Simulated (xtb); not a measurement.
C4H4, SMILES C=C1C=C1. All values are semi-empirical tight-binding results from xtb (GFN2-xTB unless named), good for trends rather than for accurate numbers. The structure is a stationary point at GFN2-xTB.

Optimised geometry:

```xyz
8

C      0.0000     0.0000     1.5795
C      0.0000     0.0000     0.2704
C      0.0000     0.6618    -1.0198
C      0.0000    -0.6618    -1.0198
H      0.0000    -0.9179     2.1417
H      0.0000     0.9179     2.1417
H      0.0000     1.5702    -1.5728
H      0.0000    -1.5702    -1.5728
```
Charge 0, spin multiplicity 1.

```
Property                                        Value
--------------------------------------  -------------
point group as xtb finds it                       C2v
orbital gap                                   3.50 eV
dipole moment                                  1.53 D
zero-point energy                       37.3 kcal/mol
G − E(el) at 298.15 K (modified RRHO)   21.6 kcal/mol
static polarisability (D4 model)           45.1 bohr³
solvation energy, GFN2-xTB/ALPB(water)  -1.0 kcal/mol
solvation energy, GFN2-xTB/ALPB(dmf)    -4.2 kcal/mol
```

Computed IR lines (harmonic; lines under 4 % of the strongest left out, lines within 3 cm⁻¹ merged):
ν (cm⁻¹): 734 (m), 806 (m), 878 (w), 970 (w), 1624 (w), 1956 (vs), 3098 (w), 3114 (m), 3208 (w) (against the strongest line: vs over 80 %, s over 45 %, m over 15 %, w over 4 %, vw less)

Computed atomic charges and the Wiberg bond orders between heavy atoms:
charges (e) C1 -0.14, C2 0.02, C3 -0.02, C4 -0.02, H5 0.03, H6 0.03, H7 0.06, H8 0.06. Bond orders C1–C2 1.86, C2–C3 1.02, C2–C4 1.02, C3–C4 1.83.
